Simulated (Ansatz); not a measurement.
Species: sum formula BNH3Cl2, charge 1, multiplicity 1. It need not be the lowest isomer of its formula. 
Geometry from a B3LYP-D3(BJ)/def2-TZVP (Ansatz, a program for electronic structure) optimisation:
```
N
H 1 1.0238
H 1 1.0260 2 108.17
H 1 1.0262 2 108.01 3 114.37
B 1 1.5698 2 112.60 4 122.66
Cl 5 1.7035 1 116.40 2 -1.85
Cl 5 1.7052 1 115.46 2 178.25
```
Charge +1, spin multiplicity 1.

Basis-set convergence of Hartree-Fock and CCSD(T) correlation energies (hartree) with Ansatz. Valence correlation only, unless marked. No spin-orbit coupling. No relativistic terms.

```tsv
basis	functions	E(HF)	E(corr, CCSD(T))
cc-pV(D+d)Z	89	-999.76373	-0.58799
cc-pV(T+d)Z	180	-999.81708	-0.75936
cc-pV(Q+d)Z	328	-999.82931	-0.81560
cc-pV(5+d)Z	547	-999.83172	-0.83405
```

Extrapolating the two largest sets (X = 4 and 5) as X^-3: E(corr) = (125·(-0.83405) - 64·(-0.81560))/61 = -0.8534 Eh, an estimate of the basis-set limit. The largest set recovers 97.7 % of it, the smallest 68.9 %.
